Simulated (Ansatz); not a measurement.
A nudged elastic band was laid between two geometries of BH$_{6}$NSiTe (10 atoms, charge 0, multiplicity 1).

The calculation used RKS CAM-B3LYP-D4/def2-SVP (Ansatz).

```
movable images  : 9
climbing image  : yes
spring          : 5.0 eV/Å²
optimiser       : quadratic models (default)
start path      : through a guess of the saddle point
force threshold : 0.05 eV/Å
iteration limit : 48
end points      : relaxed
```

Initial state:

```xyz
10
Properties=species:S:1:pos:R:3
N -0.785 1.241 -0.162
B 0.075 0.163 -0.326
Si 0.224 -1.253 1.110
Te 1.298 -0.041 -2.118
H -0.901 1.986 -0.841
H -1.365 1.353 0.661
H 1.577 -1.251 1.739
H -0.017 -2.621 0.568
H -0.781 -1.000 2.189
H 0.760 1.373 -2.817
```

Final state:

```xyz
10
Properties=species:S:1:pos:R:3
N -1.384 1.110 -0.241
B -0.163 0.458 -0.370
Si 0.350 -1.051 0.865
Te 1.212 1.095 -1.943
H -1.701 1.874 -0.828
H -2.058 0.854 0.472
H 0.606 -2.308 0.103
H -0.735 -1.329 1.858
H 1.592 -0.726 1.625
H 2.365 -0.028 -1.538
```

(1) What changes between the two ends?

(2) Give the energies along the band, and the barrier.

(3) What is the geometry of the highest image?

Results:

(1) No bond is made or broken. The height of N1 over the plane of its neighbours goes from 0.00 to 0.00 Å.

(2) The run converged. The highest image is number 4 of 0 to 10, 20.2 kJ/mol above the first end and 20.6 kJ/mol above the last; the last end lies 0.3 kJ/mol below the first. The profile has 2 maxima (images 4, 8) with wells between them (image 6): this band takes more than one step, which may be the mechanism or a detour left from its start path. A vibrational analysis at the climbing image gives one clearly imaginary mode, 207i cm⁻¹: a first-order saddle point.

| image | path coordinate (Å) | energy (kJ/mol) | height of N1 over the plane of its neighbours (Å) |
| --- | --- | --- | --- |
| 0 | 0.00 | 0.0 | 0.00 |
| 1 | 0.79 | 0.9 | 0.00 |
| 2 | 1.57 | 1.9 | 0.01 |
| 3 | 2.34 | 13.4 | 0.01 |
| 4 | 3.11 | 20.2 | 0.00 |
| 5 | 4.09 | 10.5 | -0.02 |
| 6 | 5.07 | -0.1 | 0.00 |
| 7 | 6.05 | 1.6 | 0.00 |
| 8 | 7.02 | 2.4 | 0.00 |
| 9 | 8.00 | 0.7 | 0.00 |
| 10 | 8.97 | -0.3 | 0.00 |

(3) 
```xyz
10
Properties=species:S:1:pos:R:3
N -1.069 1.217 -0.205
B -0.190 0.170 -0.392
Si 0.288 -1.149 1.054
Te 0.711 -0.061 -2.434
H -1.313 1.871 -0.942
H -1.526 1.403 0.683
H 1.754 -1.113 1.326
H -0.067 -2.533 0.627
H -0.425 -0.868 2.341
H 1.921 1.014 -2.054
```

The run took 14 min on 2 threads of Intel(R) Xeon(R) Platinum 8488C (Sapphire Rapids) (shared host), peak memory 0.31 GiB.
